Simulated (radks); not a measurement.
Values are calculated unless marked as measured or tabulated.
Isoelectronic series with 38 electrons, each ion in its NIST ground configuration. Code: a radial shooting solver on a logarithmic mesh with Libxc functionals. Model: scalar-relativistic Kohn-Sham, r2SCAN, spin-polarised, spherical densities, finite nucleus; open shells are filled with parallel spins first (spin-orbit coupling, left out, can overturn this in heavy ions); meta-GGA in the generalised Kohn-Sham scheme; Fermi nuclear charge, rms radius of each element as measured or else 0.836 A^(1/3) + 0.57 fm. Total energies (hartree) and mean radii <r> (bohr) (* marks an orbital that is empty in some or all of the ions):

| ion | configuration | E (hartree) | 5s* | 4p | 4s | 3d |
|---|---|---|---|---|---|---|
| Sr | [Kr] 5s2 | -3179.98270 | 4.405 | 1.565 | 1.360 | 0.4983 |
| Nb3+ | [Kr] 4d2 | -3818.51832 | 2.790 | 1.278 | 1.154 | 0.4329 |
| Ru6+ | [Kr] 4d2 | -4522.71383 | 2.121 | 1.066 | 0.9896 | 0.3833 |
| Ag9+ | [Kr] 4d2 | -5292.92181 | 1.744 | 0.9194 | 0.8671 | 0.3441 |
| Sn12+ | [Kr] 4d2 | -6129.99327 | 1.491 | 0.8104 | 0.7722 | 0.3123 |
| I15+ | [Kr] 4d2 | -7034.96132 | 1.307 | 0.7257 | 0.6963 | 0.2859 |
| Ba18+ | [Kr] 4d2 | -8009.0068 | 1.166 | 0.6575 | 0.6338 | 0.2637 |
| Pr21+ | [Kr] 4d2 | -9053.4602 | 1.053 | 0.6012 | 0.5815 | 0.2446 |
| Sm24+ | [Kr] 4d2 | -10169.7634 | 0.9597 | 0.5539 | 0.5369 | 0.2282 |
| Tb27+ | [Kr] 4d2 | -11359.6324 | 0.8819 | 0.5135 | 0.4984 | 0.2137 |
| Er30+ | [Kr] 4d2 | -12624.7575 | 0.8155 | 0.4785 | 0.4646 | 0.2010 |
| Lu33+ | [Kr] 4d2 | -13967.2266 | 0.7581 | 0.4479 | 0.4349 | 0.1897 |
